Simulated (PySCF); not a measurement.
# Computed properties of Ge(H)(SH) (GeH₂S), SMILES [GeH][SH]

GeH2S, SMILES [SH][GeH] (connectivity only; charge and spin as stated), neutral, multiplicity 1. Geometry: PBE0-D3(BJ)/def2-TZVP. Other conformers were not sampled. All values are computed for the isolated molecule unless a solvent is named; none is compared with measurement here.

**Structure.** The optimised structure has Cs symmetry. All 6 harmonic modes at PBE0-D3(BJ)/def2-TZVP (PySCF) are real, so it is a minimum.

**Vibrations.** The strongest infrared lines (harmonic, unscaled, degenerate partners summed) lie at 1925 cm⁻¹ (286 km/mol, H 99 %), 408 cm⁻¹ (37 km/mol, S 68 %, Ge 31 %), 856 cm⁻¹ (21 km/mol, H 95 %). The softest mode is at 408 cm⁻¹ and the zero-point energy is 10.1 kcal/mol.

**Electronic structure.** PBE0/def2-TZVPD (PySCF) places the frontier levels at -7.03 and -2.60 eV, a gap of 4.43 eV, and gives a dipole moment of 0.94 D and a mean polarisability of 58.9 bohr³. PBE/def2-TZVPD (PySCF) at the same geometry gives -6.00 and -3.37 eV, so its gap is 1.80 eV narrower. An orbital gap is neither the optical nor the fundamental gap.

**Excitations.** TDA-CAM-B3LYP/def2-TZVPD (PySCF) has S1 at 3.24 eV (383 nm, f = 0.019, weak); the most intense of the 10 singlets computed lies at 6.30 eV (f = 0.31). T1 (TDA) is at 2.12 eV, 1.12 eV under S1. No vertical singlet excitation falls in the visible range (under 3.1 eV).

**NMR.** GIAO shifts at B3LYP/pcSseg-2 (PySCF) (non-relativistic, atoms alike by connectivity averaged): ¹H from 6.5 to 10.1 ppm against TMS.
